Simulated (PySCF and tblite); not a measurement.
Results of a calculation; reference values are marked as such.
C₅H₂N₂O₂, numbered as in [N:1]#[C:2]/[CH:3]=[C:4](/[C:5]#[N:6])[C:7](=[O:8])[OH:9].

Level: PBE0-D3(BJ)/def2-SVP (IEF-PCM, methanol)//GFN2-xTB, thermal terms from GFN2-xTB, symmetry numbers and mirror pairs counted. Conformers within 2.5 kcal/mol (GFN2-xTB free energy) were kept, 6 at most. GIAO shieldings: KT2/pcSseg-1 (IEF-PCM, methanol). Shifts are against TMS (¹H), TMS (¹³C) at the same level. Run with PySCF (density fitting) and tblite.

Torsions listed: C3–C4–C7–O9, O8–C7–O9–H9. Of a mirror pair one member is shown.

```tsv
conformer	shape	symmetry	E(GFN2) kcal/mol	E(DFT) kcal/mol
1	180°, 0°	Cs	0.00	0.00
2	35°, 2°	C1 (pair)	0.69	2.32
```

Task: How much do the weights at 298.15 K and the averaged shift of C3 depend on how the conformers are weighted?

Result: 
```csv
weighting,1 (%),2 (%),δ (ppm),rms dipole (D)
"DFT energy with thermal terms, symmetry and mirror images (full scheme)",96,4,124.9,1.68
DFT energy with symmetry and mirror images,96,4,124.9,1.68
bare DFT energy,98,2,124.9,1.66
GFN2-xTB energy with symmetry and mirror images,62,38,123.9,1.92
GFN2-xTB free energy,58,42,123.8,1.94
leading conformer alone,100,0,125.0,1.65
equal weights,50,50,123.6,1.99
"full scheme, search stopped after three starts",0,100,122.2,2.28
```

The largest departure from the full scheme, 2.7 ppm, comes with: full scheme, search stopped after three starts.

The minima are those of GFN2-xTB; planar forms about aryl–S or allylic bonds may be saddles in DFT.


Conformer gaps in def2-SVP on xTB geometries can be 2 kcal/mol too large for S=O, P=O and other polar bonds.